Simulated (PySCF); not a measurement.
Compound: C₆H₈FSi (doublet state).
SMILES with atom numbers: `[CH3:1][C:2]#[C:3][Si@@H:4]1[CH:5][C@H:6]([F:7])[CH2:8]1` (hydrogens: H9, H10, H11 on C1; H12 on Si4; H13 on C5; H14 on C6; H15, H16 on C8)

Computed with UKS B3LYP, pcH-1 on C F H Si, non-relativistic, mean-field spin-orbit, GIAO (PySCF). Geometry: GFN2-xTB, one conformer, isolated molecule. A GFN2-xTB geometry isn't a minimum of the functional, and hyperfine couplings can be far from their values at a DFT geometry.

Q: Count the α and β electrons and give S(S+1).

A: 67 electrons with 2S = 1: 34 α and 33 β; S(S+1) = 0.75.

Mulliken spin populations, one withheld:

| atom | bound to | population |
| --- | --- | --- |
| C1 | C2, H9, H10, H11 | -0.0003 |
| C2 | C1, C3 | +0.0079 |
| C3 | C2, Si4 | +0.0086 |
| Si4 | C3, C5, C8, H12 | -0.0073 |
| C5 | Si4, C6, H13 | ? |
| C6 | C5, F7, C8, H14 | -0.0557 |
| F7 | C6 | +0.0182 |
| C8 | C6, Si4, H15, H16 | +0.0135 |
| H9 | C1 | -0.0002 |
| H10 | C1 | +0.0005 |
| H11 | C1 | +0.0002 |
| H12 | Si4 | +0.0160 |
| H13 | C5 | -0.0369 |
| H14 | C6 | +0.0450 |
| H15 | C8 | -0.0025 |
| H16 | C8 | +0.0133 |

Q: What does C5 hold?

A: The populations add up to Nα − Nβ = 1, and the others sum to 0.0203, so C5 holds +0.980.

Q: How is the spin shared among the elements?

A: Carbon +0.95, hydrogen +0.04, fluorine +0.02, silicon -0.01. The positive populations sum to 1.10, the negative ones to -0.10.

Q: With ⟨S²⟩ = 0.7538, find the sum of squared α–β overlaps and estimate the admixture of higher spin.

A: Σ|⟨iα|jβ⟩|² over occupied orbitals = Nβ − [⟨S²⟩ − S(S+1)] = 33 − 0.0038 = 32.9962. If the quartet state (S + 1) were the only admixture, its weight would be 0.0038/(2S + 2) = 0.13 %.

Q: What Fermi-contact NMR shifts do the couplings of C2, C3, Si4, C6, C8, H9/H10/H11, H12 imply at 200 K (Curie law, g = gₑ)?

A: δ = a_FC·h·gₑ μB S(S+1)/(3 g_N μN kT), with k/h = 20836.6 MHz/K:

```tsv
nuclei	isotope	a_FC (MHz)	g_N	contact shift (ppm)
C2	13C	3.86	1.4048	+606
C3	13C	33.14	1.4048	+5202
Si4	29Si	25.91	-1.1106	-5145
C6	13C	-21.67	1.4048	-3403
C8	13C	35.97	1.4048	+5647
H9/H10/H11	1H	0.49	5.5857	+19
H12	1H	30.45	5.5857	+1202
```

All at the stated temperature. Entries for several nuclei are means.

Class means assume fast exchange of nuclei equivalent by connectivity; if that motion is slow, each nucleus keeps its own coupling.

β density exceeds α density at some nuclei, such as Si4 (-0.0291), C6 (-0.0193) and H13 (-0.0126), spin density in bohr⁻³. In a single determinant that takes different orbitals for the two spins, that is spin polarisation.
